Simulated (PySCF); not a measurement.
Compound: C6H4N2O (charge +1 and doublet state).
Structure used (GFN2-xTB), in Å, numbered top down from 1:
```
atom  x, y, z in Å
N1    -3.4659   -0.1675   -0.2842
C2    -2.3599   -0.4480   -0.1980
C3    -0.9830   -0.7327   -0.1165
C4    -0.0342    0.1981    0.0582
C5    -0.4081    1.6525    0.0974
O6     0.3357    2.5674    0.0548
C7     1.4320   -0.0456    0.2225
C8     1.8262   -1.3733   -0.1815
N9     2.1744   -2.4053   -0.5103
H10   -0.7438   -1.7864   -0.2384
H11   -1.5144    1.7689    0.1685
H12    1.7317    0.0852    1.2729
H13    2.0049    0.6870   -0.3629
```

The hyperfine couplings belong to this conformer and change with its torsions.

The species is `[C](CC#N)(C=O)[CH+]C#N` [radical] (charge +1).

Method: UKS B3LYP, pcH-1 on C H N O, non-relativistic, mean-field spin-orbit, GIAO (PySCF 2.14.0). Geometry: GFN2-xTB, one conformer, isolated ion. Couplings are sensitive to structure, and on GFN2-xTB geometries they can be far from those on DFT ones, by a factor of two or more for some ions and for spin on atoms past the first row. The frame is twisted about the C4–C5 bond at this geometry (dihedral C3–C4–C5–H11 = 11°); couplings at other torsion angles weren't computed. No stability test was run, so a lower SCF solution isn't excluded.

Problem. Predict the first-order ENDOR lines of N1, N9, H11, H12/H13 and H10 under fast tumbling at B = 1210.2 mT (Q band).

Solution. ν± = |νn ± a/2|, one line for each electron-spin manifold; νn = |g_N| × 7.62259 MHz/T × B.

```json
{"nuclei": "N1", "isotope": "14N", "g_N": "0.4038", "νn (MHz)": "3.72", "a_iso (MHz)": "1.78", "lower line (MHz)": "2.83", "upper line (MHz)": "4.62"}
{"nuclei": "N9", "isotope": "14N", "g_N": "0.4038", "νn (MHz)": "3.72", "a_iso (MHz)": "1.38", "lower line (MHz)": "3.03", "upper line (MHz)": "4.42"}
{"nuclei": "H11", "isotope": "1H", "g_N": "5.5857", "νn (MHz)": "51.53", "a_iso (MHz)": "292.10", "lower line (MHz)": "94.52", "upper line (MHz)": "197.58"}
{"nuclei": "H12/H13", "isotope": "1H", "g_N": "5.5857", "νn (MHz)": "51.53", "a_iso (MHz)": "28.41", "lower line (MHz)": "37.32", "upper line (MHz)": "65.73"}
{"nuclei": "H10", "isotope": "1H", "g_N": "5.5857", "νn (MHz)": "51.53", "a_iso (MHz)": "25.15", "lower line (MHz)": "38.95", "upper line (MHz)": "64.10"}
```

Problem. Which pairs are centred on the nuclear Larmor frequency, and which on half the coupling?

Solution. Centred on νn, since |a| < 2νn: N1, N9, H12/H13 and H10. Centred on |a|/2 and split by 2νn: H11.

Problem. At what field would the lower line of N9 fall to zero frequency?

Solution. Where νn = |a|/2, that is B = 0.69 MHz/(0.4038 × 7.62259 MHz/T) = 225 mT, as far as first order holds there.

Means are taken over nuclei equivalent by connectivity, which assumes that they swap fast. The 1H value of +28.4 MHz is a mean of couplings from 19.0 to 37.8 MHz in this one geometry, not an average over conformers.

The Mulliken spin populations are largest on O6 (+0.51), C4 (+0.18), H11 (+0.11) and N1 (+0.11).

The SMILES draws the unpaired electron on C4; the largest computed Mulliken spin population is on O6 (0.51 against 0.18).
